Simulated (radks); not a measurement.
Species: Al4+. Configuration: [He] 2s2 2p4.75 3p0.25 (fractional occupations, a model configuration).

Calculated with a radial shooting solver on a logarithmic mesh with Libxc functionals: non-relativistic Kohn-Sham, BLYP, spin-polarised, spherical densities, point nucleus; open shells are filled with parallel spins first.

Energy parts (eV):
total: -6397.192
kinetic: 6389.163
electron-nucleus: -14614.865
Hartree: 2277.909
exchange-correlation: -449.399

Orbitals (lengths in bohr, moments of r in powers of bohr; r(90%) holds 90 % of the orbital's charge):
1s up: occ. 1; eigenvalue (eV) -1596.497; <r> 0.1205; r(90%) 0.215; <1/r> 12.58; <r^2> 0.01954
1s down: occ. 1; eigenvalue (eV) -1594.560; <r> 0.1204; r(90%) 0.215; <1/r> 12.59; <r^2> 0.01950
2s up: occ. 1; eigenvalue (eV) -182.1803; <r> 0.5997; r(90%) 0.940; <1/r> 2.439; <r^2> 0.4276
2s down: occ. 1; eigenvalue (eV) -178.2962; <r> 0.6039; r(90%) 0.947; <1/r> 2.420; <r^2> 0.4340
2p up: occ. 3; eigenvalue (eV) -145.7244; <r> 0.5574; r(90%) 0.928; <1/r> 2.346; <r^2> 0.3876
2p down: occ. 1.75; eigenvalue (eV) -141.4585; <r> 0.5638; r(90%) 0.941; <1/r> 2.325; <r^2> 0.3974
3p up: occ. 0.25; eigenvalue (eV) -42.6106; <r> 1.904; r(90%) 2.84; <1/r> 0.7179; <r^2> 4.171

The highest occupied level is 3p up at -42.611 eV. The electron density at the nucleus is 1410 e/bohr^3. Summed over all electrons, <r^2> = 3.802 bohr^2, which gives a Langevin (diamagnetic) susceptibility term of -3.01 x 10^-6 cm^3/mol.
